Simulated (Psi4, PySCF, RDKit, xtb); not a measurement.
Conformational energy of C7H8O, SMILES C/C=C\c1ccco1. Scanned: dihedral C2–C3–C4–O8; all other coordinates were relaxed at GFN2-xTB. Points at φ and −φ are mirror images. Heavy atoms are numbered in the order of the SMILES C/C=C\c1ccco1, hydrogens after them in the order of the atoms that carry them; the mirror image has the same energies with the sign of each dihedral reversed.

- GFN1-xTB // GFN2-xTB (xtb)
- MMFF94 // GFN2-xTB (RDKit)
- RHF/6-31G* = restricted Hartree-Fock/6-31G*, spherical d, density fitting // GFN2-xTB (PySCF 2.14.0)
- PBE-D3(BJ)/def2-SVP // GFN2-xTB (Psi4)

Energies relative to the lowest point of each profile, in kJ/mol; the last columns give the difference from PBE-D3(BJ):

| φ / ° | GFN1-xTB | MMFF94 | RHF/6-31G* | PBE-D3(BJ)/def2-SVP | GFN1-xTB − PBE-D3(BJ)/def2-SVP | MMFF94 − PBE-D3(BJ)/def2-SVP | RHF/6-31G* − PBE-D3(BJ)/def2-SVP |
|---|---|---|---|---|---|---|---|
| -150 | 5.2 | 5.7 | 2.3 | 5.9 | -0.7 | -0.3 | -3.7 |
| -120 | 15.0 | 11.1 | 8.4 | 18.6 | -3.7 | -7.5 | -10.2 |
| -90 | 22.4 | 16.5 | 13.4 | 28.3 | -5.9 | -11.8 | -14.9 |
| -60 | 15.0 | 8.6 | 10.7 | 20.8 | -5.7 | -12.2 | -10.1 |
| -30 | 3.4 | 1.1 | 3.4 | 6.2 | -2.7 | -5.0 | -2.8 |
| 0 | 0.0 | 0.0 | 0.0 | 0.0 | 0.0 | 0.0 | 0.0 |
| 30 | 3.4 | 1.1 | 3.4 | 6.2 | -2.7 | -5.0 | -2.8 |
| 60 | 15.0 | 8.6 | 10.7 | 20.8 | -5.7 | -12.2 | -10.1 |
| 90 | 22.4 | 16.5 | 13.4 | 28.3 | -5.9 | -11.8 | -14.9 |
| 120 | 15.0 | 11.1 | 8.4 | 18.6 | -3.7 | -7.5 | -10.2 |
| 150 | 5.2 | 5.7 | 2.3 | 5.9 | -0.7 | -0.3 | -3.7 |
| 180 | 2.8 | 7.1 | 2.4 | 1.9 | 0.9 | 5.2 | 0.6 |

GFN1-xTB is furthest from PBE-D3(BJ)/def2-SVP at -90 (-5.9 kJ/mol, below); its mean absolute difference over the points is 3.2 kJ/mol.

MMFF94 is furthest from PBE-D3(BJ)/def2-SVP at -60 (-12.2 kJ/mol, below); its mean absolute difference over the points is 6.6 kJ/mol.

RHF/6-31G* is furthest from PBE-D3(BJ)/def2-SVP at -90 (-14.9 kJ/mol, below); its mean absolute difference over the points is 7.0 kJ/mol.
